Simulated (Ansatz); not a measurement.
`C[CH](C)[Sn][NH2]`, 14 atoms. Charge 0, multiplicity 1. Correlated methods include outer-core shells of Sn, which these sets cover unevenly. Sn: def2 effective core potential. All runs use 4 threads of an Intel Xeon 6975P-C on a shared host. Correlated methods freeze the cores.

Problem. How many basis functions does each run have, and how long does it take in Ansatz? RKS PBE0-D4/def2-TZVP frequencies; RKS PBE0-D4/def2-SVP energy; RKS PBE0-D4/def2-QZVPP energy; RKS B97M-V/def2-TZVPP energy; RKS ωB97X-V/def2-TZVPP energy; RHF-CCSD(T)/def2-TZVPP energy; RHF-CCSD(T)/def2-SVP energy; RHF-MP2/def2-QZVPP energy; direct RPA on PBE orbitals/def2-TZVPP energy; RKS ωB97M-V/def2-QZVPP energy; RKS r2SCANh-D4/def2-TZVPP energy; RKS PBE0-D4/def2-TZVP relaxation (7 steps). (An estimate is asked.)

Solution. The calculation gave: Other jobs shared the machine, so times are rough.

```json
{"level": "RKS PBE0-D4/def2-SVP", "job": "energy", "functions": "127", "wall time": "0.95 s", "peak host memory (GiB)": "0.57"}
{"level": "RKS r2SCANh-D4/def2-TZVPP", "job": "energy", "functions": "300", "wall time": "4 s", "peak host memory (GiB)": "0.9"}
{"level": "RKS ωB97X-V/def2-TZVPP", "job": "energy", "functions": "300", "wall time": "6.5 s", "peak host memory (GiB)": "1.1"}
{"level": "RHF-CCSD(T)/def2-SVP", "job": "energy", "functions": "127", "wall time": "6.5 s", "peak host memory (GiB)": "0.99"}
{"level": "direct RPA on PBE orbitals/def2-TZVPP", "job": "energy", "functions": "300", "wall time": "7.5 s", "peak host memory (GiB)": "1.1"}
{"level": "RKS B97M-V/def2-TZVPP", "job": "energy", "functions": "300", "wall time": "8 s", "peak host memory (GiB)": "0.56"}
{"level": "RKS PBE0-D4/def2-QZVPP", "job": "energy", "functions": "580", "wall time": "8 s", "peak host memory (GiB)": "2.5"}
{"level": "RKS ωB97M-V/def2-QZVPP", "job": "energy", "functions": "580", "wall time": "15 s", "peak host memory (GiB)": "3.1"}
{"level": "RKS PBE0-D4/def2-TZVP", "job": "relaxation (7 steps)", "functions": "228", "wall time": "21 s", "peak host memory (GiB)": "0.74"}
{"level": "RHF-MP2/def2-QZVPP", "job": "energy", "functions": "580", "wall time": "29 s", "peak host memory (GiB)": "5.1"}
{"level": "RKS PBE0-D4/def2-TZVP", "job": "frequencies", "functions": "228", "wall time": "3 min", "peak host memory (GiB)": "0.81"}
{"level": "RHF-CCSD(T)/def2-TZVPP", "job": "energy", "functions": "300", "wall time": "4.2 min", "peak host memory (GiB)": "4.8"}
```
